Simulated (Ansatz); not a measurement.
Consider the substitution at a C–Si bond: `O=CC(O)[SiH3]` + H–F → `O=CC(O)F` + SiH₄.

Program: Ansatz. Geometries: PBE0-D4/def2-TZVP. ΔE: electronic, gas phase. CBS: MP2 limit from def2 TZ/QZ plus the TZ coupled-cluster correction, frozen cores. This one scheme is used for every species. Functionals use def2-TZVPP. One conformer a species, not always the lowest.

```json
{"level": "B97M-V", "ΔE (kcal/mol)": "8.1"}
{"level": "revPBE", "ΔE (kcal/mol)": "8.7"}
```

What does CCSD(T)/CBS give? (An estimate is asked.)

Computed: +11.9 kcal/mol. The listed levels differ from it by -3.8, -3.2 kcal/mol.

What do rigid-rotor, harmonic-oscillator terms from PBE0-D4/def2-TZVP frequencies (298.15 K, 1 bar) make of the CCSD(T)/CBS value? (An estimate is asked.)

Computed: ΔZPE = -0.2 kcal/mol, ΔH = +11.1 kcal/mol, ΔS = -2 J/(mol·K), ΔG = +11.2 kcal/mol.

Largest T1 diagnostic among the species: 0.015.

At CCSD(T), def2-SVP lies −9.2 kcal/mol from the extrapolated value and def2-TZVPP −2.2 kcal/mol. In def2-TZVPP, CCSD(T) changes the Hartree–Fock value by +6.8 kcal/mol (the triples alone add +0.7 kcal/mol) and MP2 by +9.7 kcal/mol.
